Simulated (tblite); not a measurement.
A geometry optimisation, step by step.

Compound: C5H10F2O.
Bonds: C1–C2, C2–O3, O3–C4, C4–C5, C5–C6, C6–F7, C6–F8. Hydrogens: H9, H10, H11 on C1; H12, H13 on C2; H14, H15 on C4; H16, H17 on C5; H18 on C6.

Computed with GFN2-xTB (tblite), gas phase: L-BFGS steps from a force-field or distance-geometry start until the largest atomic force falls under 0.01 eV/Å. 6 of its 48 geometries are shown.

Step 0: E = -798.2766 eV, largest atomic force 1.122 eV/Å
```
atom  x, y, z in Å  |  force x, y, z in eV/Å
C1     -2.708    0.565    0.598   -0.614   0.583   0.206
C2     -1.748   -0.424   -0.007    0.773   0.169   0.795
O3     -0.462    0.202   -0.122   -0.388  -0.499  -0.181
C4      0.503   -0.667   -0.689   -0.364   0.035   0.644
C5      1.823    0.064   -0.782    0.106   0.225  -0.831
C6      2.344    0.451    0.573    0.676  -0.096  -0.058
F7      2.628   -0.667    1.286    0.037   0.066   0.196
F8      3.535    1.113    0.431   -0.307  -0.097   0.171
H9     -3.704    0.120    0.717    0.314   0.054  -0.067
H10    -2.804    1.453   -0.035    0.048  -0.219   0.030
H11    -2.369    0.911    1.575    0.055  -0.161  -0.105
H12    -1.660   -1.305    0.661    0.029   0.105  -0.209
H13    -2.101   -0.751   -0.972   -0.076  -0.184  -0.567
H14     0.612   -1.564   -0.049   -0.016   0.093  -0.118
H15     0.176   -0.982   -1.676   -0.068  -0.147  -0.351
H16     1.702    0.975   -1.379   -0.038  -0.048   0.125
H17     2.561   -0.566   -1.292   -0.047   0.013   0.167
H18     1.665    1.078    1.150   -0.120   0.107   0.151
```

Step 9: E = -798.3274 eV, largest atomic force 0.025 eV/Å
```
atom  x, y, z in Å  |  force x, y, z in eV/Å
C1     -2.715    0.582    0.605    0.004   0.003  -0.001
C2     -1.739   -0.418    0.007   -0.015   0.001  -0.002
O3     -0.472    0.193   -0.129   -0.011   0.001  -0.002
C4      0.491   -0.667   -0.686   -0.008  -0.011   0.009
C5      1.821    0.069   -0.800   -0.003  -0.010  -0.007
C6      2.358    0.448    0.570   -0.012  -0.007   0.002
F7      2.638   -0.659    1.303    0.001  -0.008   0.000
F8      3.532    1.118    0.453   -0.017   0.016  -0.001
H9     -3.692    0.120    0.714    0.008   0.002   0.000
H10    -2.800    1.450   -0.042    0.015   0.004   0.002
H11    -2.364    0.907    1.580    0.011   0.003  -0.005
H12    -1.657   -1.306    0.655    0.018   0.010  -0.002
H13    -2.094   -0.754   -0.980   -0.001  -0.001   0.002
H14     0.611   -1.561   -0.055    0.003  -0.016   0.014
H15     0.168   -1.000   -1.686    0.012   0.008   0.003
H16     1.692    0.984   -1.378   -0.001   0.011   0.008
H17     2.552   -0.573   -1.294    0.014   0.000  -0.021
H18     1.663    1.071    1.150   -0.017  -0.006   0.001
```

Step 19: E = -798.3293 eV, largest atomic force 0.038 eV/Å
```
atom  x, y, z in Å  |  force x, y, z in eV/Å
C1     -2.700    0.590    0.605    0.005  -0.012  -0.004
C2     -1.734   -0.418    0.006   -0.034  -0.016  -0.001
O3     -0.468    0.191   -0.142   -0.026   0.012  -0.015
C4      0.493   -0.677   -0.688   -0.004  -0.007  -0.004
C5      1.819    0.066   -0.802    0.005   0.002  -0.007
C6      2.345    0.441    0.572   -0.022   0.003   0.017
F7      2.648   -0.663    1.301    0.019   0.002  -0.031
F8      3.498    1.146    0.465   -0.001   0.001   0.019
H9     -3.682    0.137    0.715    0.001   0.001   0.006
H10    -2.779    1.458   -0.043    0.012   0.003   0.008
H11    -2.343    0.911    1.579    0.000   0.017   0.004
H12    -1.644   -1.302    0.657   -0.012   0.011   0.005
H13    -2.099   -0.760   -0.977    0.013   0.006   0.005
H14     0.608   -1.564   -0.046    0.024  -0.021  -0.003
H15     0.175   -1.017   -1.686   -0.005  -0.009  -0.006
H16     1.676    0.989   -1.364    0.001   0.004  -0.023
H17     2.553   -0.560   -1.310    0.026  -0.015   0.000
H18     1.626    1.039    1.147   -0.002   0.016   0.031
```

Step 28: E = -798.3312 eV, largest atomic force 0.021 eV/Å
```
atom  x, y, z in Å  |  force x, y, z in eV/Å
C1     -2.685    0.600    0.606    0.007  -0.005  -0.007
C2     -1.734   -0.421    0.004   -0.015  -0.012   0.004
O3     -0.469    0.182   -0.163   -0.011   0.011   0.003
C4      0.496   -0.690   -0.697    0.002   0.005   0.002
C5      1.815    0.067   -0.807    0.009   0.002   0.000
C6      2.325    0.439    0.575   -0.006  -0.002   0.008
F7      2.666   -0.671    1.278    0.013   0.009  -0.001
F8      3.455    1.184    0.488    0.005   0.002  -0.003
H9     -3.672    0.162    0.723    0.003   0.006  -0.003
H10    -2.751    1.469   -0.041   -0.009   0.003  -0.005
H11    -2.319    0.920    1.578    0.005   0.000   0.003
H12    -1.643   -1.297    0.664   -0.006  -0.006  -0.002
H13    -2.109   -0.769   -0.972   -0.007   0.004   0.015
H14     0.619   -1.569   -0.044    0.003  -0.010  -0.003
H15     0.183   -1.045   -1.691    0.007   0.008  -0.005
H16     1.663    0.988   -1.370    0.006   0.008  -0.001
H17     2.564   -0.546   -1.308    0.003  -0.020  -0.007
H18     1.588    1.002    1.165   -0.009  -0.001   0.005
```

Step 38: E = -798.3316 eV, largest atomic force 0.016 eV/Å
```
atom  x, y, z in Å  |  force x, y, z in eV/Å
C1     -2.683    0.602    0.607    0.001   0.002  -0.005
C2     -1.738   -0.424    0.004    0.002  -0.001   0.000
O3     -0.472    0.178   -0.166    0.003   0.006   0.001
C4      0.496   -0.691   -0.700    0.003   0.001   0.000
C5      1.816    0.066   -0.806    0.005  -0.001  -0.001
C6      2.323    0.439    0.577   -0.003   0.000   0.002
F7      2.682   -0.668    1.275    0.002   0.002   0.000
F8      3.442    1.201    0.493   -0.003   0.005  -0.005
H9     -3.672    0.171    0.727    0.003  -0.002   0.007
H10    -2.747    1.470   -0.043   -0.004   0.006  -0.007
H11    -2.311    0.924    1.576   -0.004  -0.004   0.003
H12    -1.648   -1.300    0.666    0.003  -0.003   0.001
H13    -2.119   -0.773   -0.969    0.004   0.000  -0.001
H14     0.621   -1.571   -0.050   -0.011  -0.009  -0.007
H15     0.189   -1.042   -1.697   -0.008   0.001   0.003
H16     1.669    0.988   -1.369   -0.002   0.001  -0.001
H17     2.564   -0.551   -1.305    0.006  -0.006   0.000
H18     1.578    0.988    1.168    0.001   0.000   0.010
```

Step 47: E = -798.3319 eV, largest atomic force 0.009 eV/Å
```
atom  x, y, z in Å  |  force x, y, z in eV/Å
C1     -2.681    0.604    0.607   -0.001   0.000  -0.002
C2     -1.738   -0.424    0.005    0.000  -0.003   0.000
O3     -0.471    0.177   -0.165    0.001   0.004   0.002
C4      0.495   -0.692   -0.703    0.003   0.002   0.000
C5      1.817    0.062   -0.804    0.003   0.003  -0.001
C6      2.321    0.439    0.579    0.000  -0.005   0.004
F7      2.697   -0.664    1.275    0.001  -0.007   0.002
F8      3.430    1.216    0.491    0.000   0.004  -0.001
H9     -3.670    0.174    0.732    0.000  -0.008   0.001
H10    -2.747    1.469   -0.046   -0.001   0.005  -0.001
H11    -2.307    0.928    1.574   -0.001   0.004   0.001
H12    -1.648   -1.299    0.667    0.000  -0.002   0.006
H13    -2.118   -0.774   -0.968    0.000   0.005  -0.004
H14     0.613   -1.578   -0.059    0.004  -0.001   0.001
H15     0.185   -1.036   -1.702    0.001   0.002  -0.001
H16     1.673    0.983   -1.369   -0.006   0.002  -0.006
H17     2.566   -0.556   -1.299   -0.001  -0.007   0.001
H18     1.572    0.978    1.175   -0.004   0.001  -0.002
```

Problem. Summarise the path.

Solution. The energy falls by 0.0553 eV from step 0 to step 47; nine tenths of that is first reached at step 5. It falls at every step. The largest force goes from 1.122 to 0.009 eV/Å. Among the bonds C2–H13 changes most (a near tie, within 0.001 Å, with another), from 1.079 to 1.102 Å; the atoms move by 0.065 Å rms after alignment.

Problem. Follow the three bonds and two angles with the largest change from start to end.

Solution. 
```
step  E above end (eV)  largest force (eV/Å)  C2–H13 (Å)  C2–O3 (Å)  C5–C6 (Å)  H16–C5–H17 (°)  H10–C1–H11 (°)
   0            0.0553                 1.122       1.079      1.435      1.502           107.4           106.8
   2            0.0104                 0.136       1.103      1.414      1.515           108.8           107.9
   4            0.0060                 0.061       1.102      1.413      1.518           109.4           108.7
   6            0.0051                 0.053       1.101      1.414      1.519           109.5           108.8
   8            0.0046                 0.031       1.102      1.414      1.519           109.5           108.7
  10            0.0044                 0.026       1.102      1.413      1.520           109.5           108.6
  12            0.0041                 0.041       1.102      1.413      1.521           109.4           108.5
  14            0.0037                 0.042       1.101      1.413      1.520           109.4           108.5
  16            0.0033                 0.039       1.102      1.413      1.519           109.4           108.6
  18            0.0028                 0.042       1.102      1.412      1.518           109.5           108.7
  20            0.0023                 0.039       1.102      1.412      1.519           109.6           108.8
  22            0.0018                 0.042       1.101      1.412      1.519           109.7           108.7
  25            0.0011                 0.035       1.101      1.412      1.519           109.7           108.5
  27            0.0008                 0.026       1.102      1.412      1.519           109.6           108.5
  29            0.0006                 0.021       1.102      1.412      1.519           109.5           108.5
  31            0.0005                 0.018       1.101      1.412      1.520           109.6           108.6
  33            0.0004                 0.013       1.101      1.412      1.520           109.6           108.6
  35            0.0004                 0.014       1.102      1.412      1.519           109.6           108.6
  37            0.0003                 0.016       1.102      1.412      1.519           109.5           108.5
  39            0.0002                 0.015       1.101      1.413      1.519           109.5           108.5
  41            0.0002                 0.017       1.101      1.413      1.519           109.6           108.5
  43            0.0001                 0.014       1.102      1.413      1.519           109.6           108.6
  45            0.0000                 0.013       1.102      1.412      1.519           109.5           108.6
  47            0.0000                 0.009       1.102      1.412      1.519           109.5           108.6
```

The cost below is that of the whole relaxation. Time: 0.21 s of wall time. Hardware: an Arm Neoverse V2 with one thread, on a shared host.
